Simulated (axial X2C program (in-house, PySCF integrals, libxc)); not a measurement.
# SbB: properties at the nuclei

Computed with an in-house all-electron X2C program for linear molecules (integrals from PySCF): two-component X2C with atomic mean-field Coulomb and Gaunt terms, Gaussian nuclei, basis Sb dyall-cv3z, B dyall-v3z with contracted cores.

R = 2.055 Å (near the PBE0 minimum at charge 0 of the determinant lowest at the starting distance; the state shown can have its own minimum elsewhere).

Determinant lowest in the PBE0 search, Ω = 2 (⟨Sz⟩ = 0.99, ⟨Lz⟩ = 1.01 at PBE0), spin on the atoms Sb 0.39, B 0.60:

```
level  Eeff magnitude (GV/cm)  Ws magnitude Sb (kHz)  A∥/gI Sb (MHz)  qzz Sb (a.u.)  A∥/gI B (MHz)  qzz B (a.u.)  μ (D)
 PBE0                    1.74                  0.414             273          -1.63           76.5         -0.24  -0.73
   HF                    2.46                  0.588             282          -2.76           89.4         -0.31  -0.22
 BP86                    1.32                  0.295             300          -1.51             78         -0.22  -0.86
B3LYP                    1.25                   0.27             283          -1.33           79.7         -0.25  -0.78
PBE50                    2.09                  0.508             256          -1.63           75.6         -0.26  -0.51
```

Eeff is the effective electric field on the electron electric dipole moment in this Ω state and Ws the scalar–pseudoscalar constant of the nucleus named (defined with the proton number Z and per Ω); A∥ (defined per Ω) follows by multiplying with gI = μI/(I μN); qzz is the electric field gradient, eQq0 = 234.96 MHz × Q/barn × qzz; μ is positive if the B end (last atom) is positive. The operators were transformed with the bare-nucleus X2C matrices; with these basis sets, hyperfine constants and field gradients can be off by tens of per cent, and where levels differ in sign neither size nor sign is settled.

(1) With gI(121Sb) = 1.3454, gI(11B) = 1.7924, Q(11B) = 0.04059 barn (g factors from the IAEA table of nuclear moments by Stone; Q from Pyykkö, Mol. Phys. 2018), turn the PBE0 values of the first state into constants in MHz.

Each state is one determinant with collinear spin, which with several unpaired electrons need not be a pure state. Unrestricted Hartree–Fock can overshoot spin polarisation at the nuclei. With several open shells hyperfine constants can be off by a factor of several. Open-shell Ω = 0 determinants with evenly filled partner blocks cannot be reached by this program, so the Ω shown need not be the lowest component. At HF a later determinant lies lower. States lie within half an eV, so the first need not be the ground state. Further determinants of the search, some of them spin-mixed, are not shown. Where a field gradient or hyperfine factor spreads by more than a factor of two over the levels, a constant derived from it is not to be relied on.

Results:

(1) A∥(121Sb) = 273 × 1.3454 = 367 MHz; A∥(11B) = 76.5 × 1.7924 = 137 MHz; eQq0(11B) = 234.96 × (0.04059) × (-0.24) = -2.29 MHz.
